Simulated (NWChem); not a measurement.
C4H3FS; SMILES Fc1ccsc1

```xyz
9

F     -0.2575    -2.3164     0.0000
C     -0.0658    -1.0038     0.0000
C      1.2340    -0.4300     0.0000
C      1.1689     0.9371     0.0000
S     -0.4510     1.5052     0.0000
C     -1.0845    -0.0906     0.0000
H      2.1539    -1.0148     0.0000
H      1.9957     1.6461     0.0000
H     -2.1545    -0.2871     0.0000
```
Atoms are numbered in this order, from 1.

Level: PBE0/def2-SVP (NWChem), optimised geometry, unscaled harmonic frequencies. 

```json
[
 {"frequency (cm⁻¹)": "283", "IR intensity (km/mol)": "0.1"},
 {"frequency (cm⁻¹)": "407", "IR intensity (km/mol)": "1.2"},
 {"frequency (cm⁻¹)": "474", "IR intensity (km/mol)": "0.2"},
 {"frequency (cm⁻¹)": "553", "IR intensity (km/mol)": "4.6"},
 {"frequency (cm⁻¹)": "632", "IR intensity (km/mol)": "14.4"},
 {"frequency (cm⁻¹)": "674", "IR intensity (km/mol)": "4.5"},
 {"frequency (cm⁻¹)": "675", "IR intensity (km/mol)": "6.4"},
 {"frequency (cm⁻¹)": "790", "IR intensity (km/mol)": "94.9"},
 {"frequency (cm⁻¹)": "860", "IR intensity (km/mol)": "7.4"},
 {"frequency (cm⁻¹)": "893", "IR intensity (km/mol)": "0.3"},
 {"frequency (cm⁻¹)": "895", "IR intensity (km/mol)": "12.2"},
 {"frequency (cm⁻¹)": "983", "IR intensity (km/mol)": "25.5"},
 {"frequency (cm⁻¹)": "1072", "IR intensity (km/mol)": "8.3"},
 {"frequency (cm⁻¹)": "1179", "IR intensity (km/mol)": "13.2"},
 {"frequency (cm⁻¹)": "1256", "IR intensity (km/mol)": "20.0"},
 {"frequency (cm⁻¹)": "1477", "IR intensity (km/mol)": "80.1"},
 {"frequency (cm⁻¹)": "1502", "IR intensity (km/mol)": "0.3"},
 {"frequency (cm⁻¹)": "1648", "IR intensity (km/mol)": "115.9"},
 {"frequency (cm⁻¹)": "3256", "IR intensity (km/mol)": "0.2"},
 {"frequency (cm⁻¹)": "3282", "IR intensity (km/mol)": "3.6"},
 {"frequency (cm⁻¹)": "3294", "IR intensity (km/mol)": "8.7"}
]
```

```json
{
 "zero_point_energy": "37.3 kcal/mol",
 "thermal correction to the enthalpy at 298.15 K (with zero-point energy)": "40.9 kcal/mol",
 "heat capacity Cv": "17.8 cal/(mol K)",
 "entropy at 298.15 K and 1 atm (symmetry number 1)": "72.2 cal/(mol K)",
 "dipole_moment": "1.10 D"
}
```

Rigid rotor and harmonic oscillator.
